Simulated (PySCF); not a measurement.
# Potassium: a sound run and one with changed settings

Sound run: K+ [Ar], K(2+) [Ne] 3s2 3p5. All numbers are calculated (PySCF 2.14, no relativity, point nucleus, in def2-SVP (5s3p2d, 24 functions)). The sound run starts from symmetry-adapted Hartree-Fock orbitals and uses a fine grid where one is needed.

Changed run: radial step 0.8 in ln r (0.13 in the sound run). This setting is unsound on purpose.

```csv
species,method,sound run (hartree),changed run (hartree),converged
K+,UHF,-598.93116,-598.93116,yes
K+,MN15,-599.58359,-600.24195,yes
K+,PBE0,-599.50152,-599.48295,yes
K(2+),UHF,-597.76878,-597.76878,yes
K(2+),MN15,-598.36247,-598.99546,yes
K(2+),PBE0,-598.29266,-598.28820,yes
```

Ionisation energy of K+:

```json
{"method": "UHF", "sound run (eV)": "31.630", "changed run (eV)": "31.630"}
{"method": "MN15", "sound run (eV)": "33.228", "changed run (eV)": "33.919"}
{"method": "PBE0", "sound run (eV)": "32.895", "changed run (eV)": "32.511"}
```

A coarse radial grid mis-integrates the density and the exchange-correlation energy, with errors of either sign; Hartree-Fock needs no grid.

For comparison, NIST gives 31.625 eV between the lowest levels.
